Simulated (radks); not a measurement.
The numbers below are computed, except where a source is named.
Neutral strontium inside a hard spherical wall (all orbitals vanish at R), configuration held at [Kr] 5s2 and not refilled when levels cross. Code: a radial shooting solver on a logarithmic mesh with Libxc functionals. Model: scalar-relativistic Kohn-Sham, LDA (Slater exchange, Perdew-Wang correlation), spin-unpolarised, spherical densities, finite nucleus; Fermi nuclear charge, rms radius 4.224 fm. Eigenvalues in eV, with the zero of energy where the potential of the charges vanishes at infinity; a dash marks a level that is unbound or too diffuse for the functional's potential to be trusted. A positive occupied level is held by the wall or, in an anion where self-interaction has pushed it up, behind a barrier. The pressure on the wall is -dE/dV.

R (bohr)  E (hartree)  kinetic (hartree)    e(3d)    e(4s)    e(4p)   e(5s)  e(4d, empty)  e(5p, empty)  pressure (GPa)
free      -3175.78454           3255.600  -128.23  -40.918  -22.860  -3.641        -1.402        -1.319               0
20        -3175.78454           3255.600  -128.23  -40.918  -22.860  -3.641        -1.402        -1.318        < 0.0001
12        -3175.78407           3255.605  -128.18  -40.873  -22.816  -3.609        -1.358        -1.216         0.00753
6         -3175.65985           3256.163  -125.50  -38.374  -20.405  -0.636         1.153         3.550            7.45
5         -3175.46284           3256.870  -123.40  -36.546  -18.670   2.908         3.352         8.584            29.8
4         -3174.85430           3258.993  -118.81  -32.914  -15.175  12.333         8.234        20.914             158
3.5       -3174.06853           3261.715  -114.02  -29.393  -11.618  23.083        13.269        34.029             426
3         -3172.35469           3267.454  -105.49  -23.202   -4.996  43.864        22.462        58.035            1320
2.5       -3168.21068           3280.351  -90.081  -11.052    8.667  87.047        40.755        105.47            4820
1.5       -3118.90477           3410.020   -4.457   106.03   138.60  453.07        191.09        479.43          146000
